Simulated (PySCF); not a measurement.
# Krypton: a sound run and one with changed settings

Sound run: Kr⁺ [Ar] 3d10 4s2 4p5, Kr²⁺ [Ar] 3d10 4s2 4p4. Calculation: PySCF 2.14, in 6-31G* (5s4p3d, 32 functions); no relativity, point nucleus. In the sound run the correlated levels freeze [Ar] 3d10. The sound run starts from symmetry-adapted Hartree-Fock orbitals and uses a fine grid where one is needed.

Changed run: initial guess 1e, at most 50 SCF cycles.

```json
{"species": "Kr⁺", "method": "UHF", "sound run (hartree)": "-2751.19566", "changed run (hartree)": "-2751.19566", "converged": "yes"}
{"species": "Kr⁺", "method": "TPSS", "sound run (hartree)": "-2752.81181", "changed run (hartree)": "-2752.81181", "converged": "yes"}
{"species": "Kr⁺", "method": "CCSD(T)", "sound run (hartree)": "-2751.30297", "changed run (hartree)": "-2751.30297", "converged": "yes"}
{"species": "Kr²⁺", "method": "PBE0", "sound run (hartree)": "-2751.71725", "changed run (hartree)": "-2751.71725", "converged": "yes"}
{"species": "Kr²⁺", "method": "MP2", "sound run (hartree)": "-2750.41406", "changed run (hartree)": "-2750.41406", "converged": "yes"}
```

Here the plain start reaches the same solutions.
